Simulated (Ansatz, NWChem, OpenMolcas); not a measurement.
# The HOMO–LUMO gap down a group: F to I

Gas-phase molecules, one atom swapped for its congeners: RbF; RbCl; RbBr; RbI. All are singlets with charge 0.

Shapes, held fixed at every level: PBE0-D4/def2-TZVP; RbBr, RbI at the measured bond length. Programs: Ansatz 0.2.0, NWChem 7.3.0, OpenMolcas 26.06. A level may come from different programs for different species; with the same settings they agree closely. Values in eV.

(1) How should the HOMO–LUMO gap change along the series?

Answers

(1) At PBE0/def2-SVP the HOMO–LUMO gap falls at every step, from 4.33 to 3.79 eV. 1 of 3 levels show this order throughout; 1 agree on the largest and the smallest. For atoms past krypton def2 sets carry core potentials with scalar relativity. All-electron rows are non-relativistic unless named. Relativity is left out for Br. Orbital gaps aren't excitation energies, and the LUMO depends on the basis.

```csv
level,RbF,RbCl,RbBr,RbI
HF/STO-3G,10.25,11.66,10.63,10.30
HF/3-21G,7.47,7.86,7.05,6.68
PBE0/def2-SVP,4.33,4.16,4.12,3.79
```
